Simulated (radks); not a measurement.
Task: The holmium ion Ho+, configuration [Xe] 4f11 6s1. Calculated with a radial shooting solver on a logarithmic mesh with Libxc functionals: Dirac Kohn-Sham, LDA (Slater exchange, Perdew-Zunger correlation), spin-unpolarised, spherical densities, finite nucleus; open shells are shared between the two j in proportion to 2j + 1; Fermi nuclear charge, rms radius 5.2022 fm. Some entries of the table are withheld. Estimate them.

| orbital | occ. | eigenvalue (eV) | <r> (bohr) |
|---|---|---|---|
| 1s1/2 | 2 | -55379.85 | (1) |
| 2s1/2 | 2 | -9265.120 | 0.08760 |
| 2p1/2 | 2 | -8823.122 | 0.07293 |
| 2p3/2 | 4 | -7967.197 | 0.08009 |
| 3s1/2 | 2 | (2) | 0.2297 |
| 3p1/2 | 2 | -1879.702 | 0.2193 |
| 3p3/2 | 4 | -1700.994 | 0.2328 |
| 3d3/2 | 4 | -1366.503 | 0.2054 |
| 3d5/2 | 6 | -1327.417 | 0.2096 |
| 4s1/2 | 2 | -414.2917 | 0.5191 |
| 4p1/2 | 2 | -337.1995 | (3) |
| 4p3/2 | 4 | -296.9248 | (4) |
| 4d3/2 | 4 | -169.6662 | 0.5904 |
| 4d5/2 | 6 | -162.3593 | 0.6015 |
| 5s1/2 | 2 | (5) | 1.277 |
| 5p1/2 | 2 | -36.2416 | (6) |
| 5p3/2 | 4 | -31.1675 | (7) |
| 4f5/2 | 4.71429 | -10.4906 | 0.8386 |
| 4f7/2 | 6.28571 | -9.5096 | 0.8595 |
| 6s1/2 | 1 | -9.2250 | (8) |
| 5d3/2 | 0 | -7.2094 | 2.723 |
| 5d5/2 | 0 | -6.9354 | 2.809 |
| 6p1/2 | 0 | -5.9082 | 4.506 |
| 6p3/2 | 0 | -5.4716 | 4.768 |

Result: 
(1) 1s1/2 <r> (bohr): 0.02076
(2) 3s1/2 eigenvalue (eV): -2073.808
(3) 4p1/2 <r> (bohr): 0.5286
(4) 4p3/2 <r> (bohr): 0.5600
(5) 5s1/2 eigenvalue (eV): -57.0750
(6) 5p1/2 <r> (bohr): 1.443
(7) 5p3/2 <r> (bohr): 1.554
(8) 6s1/2 <r> (bohr): 3.626
